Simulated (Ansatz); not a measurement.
Ligand exchange: C2H4 + GeH3(SH) → C2H4S + GeH4

Species: C2H4 (ethylene) `C=C`, singlet; GeH3(SH), singlet; C2H4S `C=CS`, singlet; GeH4 (germane) `[GeH4]`, singlet. The partners trade H for SH: C–H and Ge–SH bonds give way to C–SH and Ge–H.

Shapes, held fixed at every level: PBE0-D4/def2-TZVP. Flexible molecules stand in one conformer, not always the lowest. Programs: Ansatz 0.2.0. Electronic energies: no zero-point or thermal term.

| level | kind | ΔE (kJ/mol) | less CCSD(T)/def2-TZVPP | CPU time (sum over the molecules) |
| --- | --- | --- | --- | --- |
| PBE-D4/def2-TZVPP | GGA | +71.8 | -11.0 | 10 s |
| r2SCAN-D4/def2-TZVPP | meta-GGA | +75.7 | -7.1 | 17 s |
| B3LYP-D4/def2-TZVPP | global hybrid | +78.2 | -4.6 | 13 s |
| wB97M-V/def2-TZVPP | range-separated hybrid | +81.1 | -1.7 | 33 s |
| wB97X-V/def2-TZVPP | range-separated hybrid | +79.7 | -3.1 | 24 s |
| B2PLYP/def2-TZVPP | double hybrid | +81.0 | -1.8 | 16 s |
| CCSD/def2-TZVPP | coupled cluster or CI | +85.0 | +2.2 | – |
| CCSD(T)/def2-TZVPP | coupled cluster or CI | +82.8 | 0.0 | 63 s |

The highest level, CCSD(T)/def2-TZVPP, gives ΔE = +82.8 kJ/mol; the levels span +71.8 to +85.0. The column of differences is taken from that level and isn't an error. No measured value is set beside it here. Relativity is left out for Ge. Outer-core shells of Ge are correlated, in sets that cover them unevenly. Times are processor times on shared x86 and Arm servers, and rough.
